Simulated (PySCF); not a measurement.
Xe: excitation energy

Xe [Xe] (1S) → Xe [Kr] 4d10 5s1 5p6 6s1 (3S), as a difference of total energies. Computed with PySCF 2.14 in aug-cc-pVQZ-DK3 (9s8p6d3f2g, 102 functions), with scalar relativity by spin-free X2C-1e. Correlated levels: valence: [Kr] 4d10 frozen. The calculations carry no spin-orbit coupling.

```tsv
method	excitation energy (eV)
UHF	23.065
LDA	20.718
PBE	20.580
PBE0	21.432
r2SCAN	21.311
MN15	21.223
wB97X	21.952
M06-2X	21.792
MP2 (valence)	21.902
SCS-MP2 (valence)	21.770
```

Problem. How much does correlation contribute at MP2 (valence)?

Solution. 21.902 − (23.065) = -1.163 eV, measured against UHF.

The upper state lies above the first ionisation limit, where it may autoionise and the basis confines it. A Rydberg-like electron needs more diffuse functions than a valence basis has.

The promoted electron is Rydberg-like, and one or two diffuse shells describe it only roughly, which tends to raise the upper state.
